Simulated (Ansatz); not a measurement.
```xyz
14

C    -2.470    0.125    1.255
O    -1.287    0.490    0.584
Si    0.002   -0.512    0.435
N     1.346    0.382   -0.147
Si    2.055    0.311   -1.699
F     3.320   -0.670   -1.738
H    -3.070    1.023    1.407
H    -3.058   -0.589    0.667
H    -2.260   -0.322    2.234
H     0.282   -1.094    1.777
H    -0.258   -1.590   -0.553
H     1.765    1.031    0.505
H     1.062   -0.230   -2.650
H     2.571    1.646   -2.077
```

Total charge 0; spin multiplicity 1.

List the ωB97M-V/def2-TZVPP orbital energies in eV (the Gaussian-basis code of Ansatz). (An estimate is asked.)

Computed: Occupied: -1807.91, -1807.58, -677.13, -526.11, -394.40, -282.88, -148.84, -148.54, -102.99, -102.96, -102.94, -102.66, -102.66, -102.64, -35.70, -31.28, -26.74, -22.10, -18.46, -18.00, -16.29, -15.58, -15.44, -15.35, -15.10, -15.00, -13.95, -12.92, -12.30, -11.71, -11.48, -10.87, -10.55. Lowest empty: 1.95, 2.40, 2.59, 3.27, 3.56, 3.69, 3.90, 4.29.
